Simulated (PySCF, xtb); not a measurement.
Ni(CO) (CNiO), SMILES [O+]#[C-]->[Ni], multiplicity 1.

Harmonic wavenumbers (cm⁻¹) from xtb with GFN2-xTB at its own minimum, in rising order: 91, 91, 449, 2024.

Task: What does PySCF with PBE-D3(BJ)/def2-TZVP give at its own minimum? (The exact figures need the calculation; the answer reports its results.)

Result: 356, 356, 603, 2017. Paired by order, the mean absolute difference is 172 cm⁻¹ and the zero-point energies are 3.8 and 4.8 kcal/mol.
